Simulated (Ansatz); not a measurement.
Basis sets compared for Al₁₀⁻ (relaxed from a model of Al10 tetrahedron, whose bonding it doesn't keep). Charge -1, multiplicity 2. Geometry PBE-D4/def2-SVP. Ansatz on 4 threads of Arm Neoverse V1 on a shared host; times are rough, and most runs start from earlier orbitals.

```
atom   x (Å)   y (Å)   z (Å)
 Al1  -0.549  -3.037  -1.271
 Al2   1.621  -1.911  -0.152
 Al3   2.489   0.228  -1.317
 Al4  -0.741  -1.598   1.059
 Al5   0.958   0.502   1.095
 Al6  -1.312   0.745   2.361
 Al7  -0.276   0.049  -1.221
 Al8   1.320   2.500  -0.869
 Al9  -2.536   0.148   0.059
Al10  -0.973   2.373   0.255
```

At PBE0-D4/def2-SVP, PBE0-D4/def2-SVPD the charge -1 doublet is spin-contaminated (final ⟨S²⟩ up to 0.86, 0.75 for a pure state).

| level | functions | energy (Eh) | HOMO (eV) | LUMO (eV) | wall time |
| --- | --- | --- | --- | --- | --- |
| PBE-D4/def2-SVP | 180 | -2422.4128 | -1.02 | -0.53 | 12 s |
| PBE0-D4/def2-SVP | 180 | -2422.6067 | -1.69 | 0.00 | 18 s |

Q: Estimate the rows for PBE-D4/def2-SVPD, PBE0-D4/def2-SVPD.

A: 
```csv
level,functions,energy (Eh),HOMO (eV),LUMO (eV),wall time
PBE-D4/def2-SVPD,240,-2422.4301,-0.98,-0.50,20 s
PBE0-D4/def2-SVPD,240,-2422.6245,-1.62,0.06,30 s
```
